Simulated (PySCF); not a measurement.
**$^{17}$O chemical shifts**

A single conformation, non-relativistic, one averaged value for each set of equivalent atoms, isolated molecule. Structure optimised with GFN2-xTB; GIAO PBE0/pcSseg-1 shieldings; PySCF 2.14.

Shieldings were converted by a linear fit to measured shifts: $^{17}$O: δ = 266.70 − 0.911σ (rms 10.7 ppm, 155 shifts, 12.2 ppm with the 3 outliers that the fit left out vs liquid water, solution or neat liquid). A few per cent of atoms miss by over 2 rms, more outside the fitted compound classes.

(1) Give the $^{17}$O shifts of `C=N[SiH]1OCCCO1`, `O=C(O)C(F)(F)C(F)(F)C(F)(F)F`, `O=CN1CCC[Si@@H]1O`, `COc1ccsc1C(=O)Cl`, `C[C@@]1(F)CO[C@H](C#N)CO1`, `CCO[Si@@H]([SiH3])OC`, `C=NC(=C)O[SiH2]OC`.

(2) Match the shifts 430.1, 117.7, 81.2, 7.2 ppm to `O=CNC=O`, `C=N[SiH]1OCCCO1`, `FC1=CCC(C(F)=C(F)F)=CO1`, `C[Si@H]1CC[P@](=O)(P)CC1`.

Answers

(1) 
```csv
compound,environment,δ (ppm)
C=N[SiH]1OCCCO1,"oxygen bonded to C, Si, in a 6-membered ring (×2)",7.2
[O:1]=[C:2]([OH:3])[C:4]([F:5])([F:6])[C:7]([F:8])([F:9])[C:10]([F:11])([F:12])[F:13],O1: carbonyl oxygen,362.6
[O:1]=[C:2]([OH:3])[C:4]([F:5])([F:6])[C:7]([F:8])([F:9])[C:10]([F:11])([F:12])[F:13],O3: acid hydroxyl oxygen,142.7
[O:1]=[CH:2][N:3]1[CH2:4][CH2:5][CH2:6][Si@@H:7]1[OH:8],O1: amide-type carbonyl oxygen,377.0
[O:1]=[CH:2][N:3]1[CH2:4][CH2:5][CH2:6][Si@@H:7]1[OH:8],"O8: oxygen bonded to Si, H",2.8
[CH3:1][O:2][c:3]1[cH:4][cH:5][s:6][c:7]1[C:8](=[O:9])[Cl:10],O9: carbonyl oxygen,447.5
[CH3:1][O:2][c:3]1[cH:4][cH:5][s:6][c:7]1[C:8](=[O:9])[Cl:10],O2: ether oxygen,75.4
[CH3:1][C@@:2]1([F:3])[CH2:4][O:5][C@H:6]([C:7]#[N:8])[CH2:9][O:10]1,O10: ether oxygen,50.6
[CH3:1][C@@:2]1([F:3])[CH2:4][O:5][C@H:6]([C:7]#[N:8])[CH2:9][O:10]1,O5: ether oxygen,-1.3
[CH3:1][CH2:2][O:3][Si@@H:4]([SiH3:5])[O:6][CH3:7],"O3: oxygen bonded to C, Si",16.8
[CH3:1][CH2:2][O:3][Si@@H:4]([SiH3:5])[O:6][CH3:7],"O6: oxygen bonded to C, Si",-6.7
[CH2:1]=[N:2][C:3](=[CH2:4])[O:5][SiH2:6][O:7][CH3:8],"O5: oxygen bonded to C, Si",91.4
[CH2:1]=[N:2][C:3](=[CH2:4])[O:5][SiH2:6][O:7][CH3:8],"O7: oxygen bonded to C, Si",-25.2
```

(2) 430.1: O=CNC=O (amide-type carbonyl oxygen); 117.7: FC1=CCC(C(F)=C(F)F)=CO1 (ether oxygen); 81.2: C[Si@H]1CC[P@](=O)(P)CC1 (P=O oxygen); 7.2: C=N[SiH]1OCCCO1 (oxygen bonded to C, Si, in a 6-membered ring).

In solution the two oxygens of a carboxylic acid give one averaged line by proton exchange, and hydrogen bonding shields acid and N–H amide carbonyl oxygens by tens of ppm; neither is in these numbers.
